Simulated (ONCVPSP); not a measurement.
# Before and after: ONCV potential for Mn

ONCVPSP 4.0.1 input, shortened (lines: element, Z, core and valence counts, functional; n l f; lmax; l rc ep ncon nbas qcut; lloc lpopt rc5 dvloc0; l nproj debl; icmod fcfact rcfact), PBE, scalar-relativistic:

```
  Mn 25.00    5    2        4      upf
    1    0    2.00
    2    0    2.00
    2    1    6.00
    3    0    2.00
    3    1    6.00
    3    2    5.00
    4    0    2.00
    2
    0    2.55    0.00    3    6    2.80
    1    2.35    0.19    4    8    4.20
    2    1.25    0.00    3    7   12.20
    4    5    1.15    6.00
    0    2    3.80
    1    2    3.10
    2    2    1.20
    3    4.75    1.10
```

In the p channel the program set the typed energies aside and used 0.050, 3.150 Ha.

Change: s: debl 0.75.

Cutoffs: the cutoffs (Ha) at which the residual kinetic energy of the hardest occupied pseudo-wave falls to 1 and 0.1 mHa per electron; they do not see the model core or the augmentation charge, which bear on the density cutoff. Errors are all-electron minus pseudo energies relative to the spin-unpolarised reference configuration.

**Question.** Predict the effect on cutoff, ghosts and configuration errors.

**Answer.** The potential gets neither clearly harder nor softer (56 Ha and 63 Ha → 56 Ha and 63 Ha); the lowest positive-energy flag moves from s at 88.7 eV to s at 41.4 eV; of the 4 tests that both files solve, the error grows in 0 and shrinks in 1 by more than 15 % and 0.3 meV (median size 27.1 → 27.1 meV); neither file shows a bound ghost.

| quantity | base | changed |
| --- | --- | --- |
| cutoff, loose | 56 Ha | 56 Ha |
| cutoff, tight | 63 Ha | 63 Ha |
| bound ghosts | none | none |
| GHOST(+) flags under 300 eV | s at 88.7 eV, p at 137.2 eV | s at 41.4 eV, p at 137.2 eV |
| error for 3d5 4s1, meV [ΔE 8.42 eV] | +3.2 | +2.1 |
| error for 3d5 4s0, meV [ΔE 24.02 eV] | +57 | +57 |
| error for 3d4 4s0, meV [ΔE 56.53 eV] | +47 | +47 |
| error for 3d5 4s0 4p1, meV [ΔE 13.16 eV] | +7.5 | +7.5 |
| s: phases at 2.59 bohr within 0.05 rad from the reference energy up to (Ha; the scan ends near 5) | 1.5 | 1.4 |
| p: phases at 2.38 bohr within 0.05 rad from the reference energy up to (Ha; the scan ends near 5) | 3.6 | 3.6 |
| d: phases at 1.27 bohr within 0.05 rad from the reference energy up to (Ha; the scan ends near 5) | to the end of the scan | to the end of the scan |
| rms error of d²Exc/dni dnj with the model core, mHa | 9.08 | 9.08 |
